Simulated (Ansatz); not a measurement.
Method: Ansatz (a program for electronic structure) with frozen-core CCSD(T)/cc-pVDZ // PBE-D3(BJ)/def2-SVP. The restricted HF reference is unstable towards unrestricted orbitals.

Ansatz 0.2 input:
```yaml
crystal:
  periodic: [false, false, false]
  atoms:
    - { symbol: C, position_ang: [1.878588, 2.788551, 0.472521] }
    - { symbol: C, position_ang: [1.424555, 1.665587, 0.278119] }
    - { symbol: C, position_ang: [0.841698, 0.387398, 0.057866] }
    - { symbol: C, position_ang: [1.560443, -0.792136, -0.161769] }
    - { symbol: Si, position_ang: [3.427528, -1.016254, -0.226237] }
    - { symbol: S, position_ang: [0.496707, -2.161261, -0.392119] }
    - { symbol: C, position_ang: [-0.940418, -1.178907, -0.197819] }
    - { symbol: C, position_ang: [-2.280537, -1.602933, -0.255721] }
    - { symbol: C, position_ang: [-3.28344, -0.645931, -0.071849] }
    - { symbol: C, position_ang: [-2.960728, 0.711171, 0.165867] }
    - { symbol: C, position_ang: [-1.630471, 1.129842, 0.222949] }
    - { symbol: C, position_ang: [-0.598516, 0.182461, 0.04039] }
    - { symbol: H, position_ang: [2.29914, 3.76964, 0.641793] }
    - { symbol: H, position_ang: [3.86309, -1.995144, 0.829817] }
    - { symbol: H, position_ang: [4.079195, 0.313288, 0.001845] }
    - { symbol: H, position_ang: [3.831338, -1.568075, -1.566241] }
    - { symbol: H, position_ang: [-2.5318, -2.657514, -0.440487] }
    - { symbol: H, position_ang: [-4.338614, -0.955366, -0.113129] }
    - { symbol: H, position_ang: [-3.769838, 1.443172, 0.307052] }
    - { symbol: H, position_ang: [-1.367919, 2.182407, 0.407153] }
basis:
  gaussian: { orbitals: cc-pVDZ }
correlation:
  method: ccsd_t
```

Output:

```
Functional definition: HF
2045 factors; integrals over basis functions are off by at most 1.1e-3 eV
mean field evaluation 1: about -29103.4170 eV, gradient 3.9e1 eV
mean field evaluation 2: about -29103.9662 eV, gradient 3.9e1 eV
mean field evaluation 4: about -29109.4607 eV, gradient 7.4e0 eV
mean field evaluation 8: about -29109.6506 eV, gradient 4.6e-1 eV
mean field evaluation 16: about -29109.6526 eV, gradient 1.7e-6 eV
mean field -29109.65255407 eV, -1069.7600001310 hartree, gradient 1.7e-6 eV, S^2 0.000000; 0 other end points of the search recorded, 0 dependent functions left out; unrestricted orbitals would lower it
20 core orbitals not correlated
reference -29109.65255407 eV, -1069.7600001310 hartree; 29, 29 occupied and 167, 167 virtual orbitals, 2045 factors
second order -41.58134788 eV of doubles, -0.00000000 eV of singles
cycle   1  -41.47988034 eV  change    1.0e-1 eV  update   1.8e-1
cycle   2  -42.86235392 eV  change    -1.4e0 eV  update   6.0e-2
cycle   3  -43.18915428 eV  change   -3.3e-1 eV  update   2.8e-2
cycle   4  -43.19569285 eV  change   -6.5e-3 eV  update   8.7e-3
cycle   5  -43.20104916 eV  change   -5.4e-3 eV  update   4.5e-3
cycle   6  -43.20336489 eV  change   -2.3e-3 eV  update   1.3e-3
cycle   7  -43.20278665 eV  change    5.8e-4 eV  update   7.1e-4
cycle   8  -43.20275283 eV  change    3.4e-5 eV  update   3.1e-4
cycle   9  -43.20282059 eV  change   -6.8e-5 eV  update   1.6e-4
cycle  10  -43.20273094 eV  change    9.0e-5 eV  update   5.8e-5
cycle  11  -43.20269340 eV  change    3.8e-5 eV  update   2.3e-5
perturbative correction -2.10848954 eV, -0.0774855614 hartree
Total energy: -29154.96373701 eV, -1071.4251553909 hartree
```

Cost: around 18 core-minutes (rough).
